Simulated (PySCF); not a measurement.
**How methods differ on the fine-structure interval of Tl⁵⁰⁺**

Tl⁵⁰⁺ [Ar] 3d10 4s2 4p1 [4p1/2^1, M_J = 1/2] → Tl⁵⁰⁺ [Ar] 3d10 4s2 4p1 [4p3/2^1, M_J = 3/2], as a difference of total energies. All numbers are calculated (PySCF 2.14, the two-component X2C-1e Hamiltonian, in an uncontracted even-tempered set (16 s from 7.4 bohr⁻², ratio 2.8; 13 p from 9.6 bohr⁻², ratio 2.8; 8 d from 17 bohr⁻², ratio 2.8; 4 f from 40 bohr⁻², ratio 3)). Correlated levels: [Ne] frozen; the 72 highest virtual spinors dropped. "Screened" scales the spin-orbit matrix elements by Boettger's factors to mimic the two-electron term; Breit and QED terms are absent.

```csv
method,fine-structure interval (cm⁻¹)
GHF (screened spin-orbit),1275000
GMP2 (screened spin-orbit),1271900
GHF (bare spin-orbit),1311700
```
